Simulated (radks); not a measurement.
Fe, 26 electrons, occupied as [Ar] 3d6 4s0.5 4p1.5 (fractional occupations, a model configuration). All-electron calculation, Dirac Kohn-Sham, BLYP, spin-unpolarised, spherical densities, finite nucleus; open shells fill j = l - 1/2 first; Fermi nuclear charge, rms radius 3.7377 fm. Program: a radial shooting solver on a logarithmic mesh with Libxc functionals.

Normalised radial functions P(r) = r R(r) (large component), r in bohr:

```
   r/bohr * 3d5/2, o 4p3/2 (the largest magnitude, 0.925, reaches the edge; | marks zero, & curves that meet)
 0.002553                             &
 0.003404                             &
 0.004505                             &
  0.00596                             &
 0.007949                             &
  0.01052                             &
  0.01392                             &
  0.01841                             &
  0.02456                             &
  0.03249                             *o
  0.04299                             *o
  0.05734                             |*o
  0.07587                             |*o
   0.1004                             | *o
   0.1339                             |  o*
   0.1772                             |  o   *
   0.2344                             | o        *
   0.3102                            o|               *
   0.4137                         o   |                    *
   0.5473                       o     |                         *
   0.7242                        o    |                          *
   0.9659                           o |                        *
    1.278                             |  o                 *
    1.691                             |        o     *
    2.255                             |        *   o
    2.984                             |    *         o
    3.948                             | *           o
    5.224                             |*         o
    6.968                             *     o
     9.22                             *  o
     12.2                             *o
```

3d5/2: eigenvalue -9.688 eV, 0 radial nodes, <r> = 1.13 bohr, 90 % of the charge inside 1.98 bohr. 4p3/2 (empty): eigenvalue -2.301 eV, 2 radial nodes at r = 0.292, 1.10 bohr, <r> = 4.05 bohr, 90 % of the charge inside 6.39 bohr.
